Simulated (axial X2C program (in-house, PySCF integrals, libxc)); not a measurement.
The numbers below are computed, except where a source is named.
**WSi: input and output**

Program: an in-house relativistic program for diatomic molecules.

The run was started with this input:
```json
{
 "zs": [
  74,
  14
 ],
 "q": 0,
 "bas": [
  "dyall-v3z",
  "dyall-v3z"
 ],
 "levels": [
  "PBE0",
  "HF",
  "r2SCAN",
  "B97-3"
 ],
 "cc": false,
 "r0": 2.53,
 "npts": 10,
 "nst": 2,
 "ntry": 6
}
```
```bash
python so2c.py task.json out
```

Keys: zs atomic numbers; q charge; bas basis sets; levels methods; cc coupled cluster on or off; r0 starting distance in Å; npts points on the curve; nst determinants followed; ntry starts of the search. HF also brings MP2.

Output of the HF step, without spin–orbit coupling, at R = 2.318 Å for the state M_S = 2, Λ = 1. It starts from PBE0 orbitals of this distance.

```
spin-free X2C-1e  HF
basis functions 213  fitting functions 1191  grid points 5081
iter        total energy     max residual
   1     -16427.859986184     9.89e-01
   2     -16427.909735245     2.16e-02
   3     -16427.915149902     2.59e-02
   4     -16427.918873970     9.07e-03
   5     -16427.921555515     6.01e-03
   6     -16427.924043374     3.14e-03
   7     -16427.925017966     9.88e-04
   8     -16427.925312181     5.09e-04
   9     -16427.925418475     3.26e-04
  10     -16427.925444567     1.78e-04
  11     -16427.925453357     1.20e-04
  12     -16427.925456306     9.80e-05
  13     -16427.925458124     8.05e-05
  14     -16427.925459975     6.48e-05
  15     -16427.925460907     3.29e-05
  16     -16427.925461054     6.92e-06
  17     -16427.925461061     2.52e-06
  18     -16427.925461062     9.28e-07
converged
one-electron -23031.70432655  Coulomb 6711.41794107  exact exchange -344.14795846  xc functional 0.00000000  nuclear repulsion 236.50888288
```
Energies are in hartree; totals compare only within one Hamiltonian and basis. The determinant is spin-polarised beyond a pure state at some levels (its spin-free form has ⟨S²⟩ too high), which makes Re and μ there less reliable.
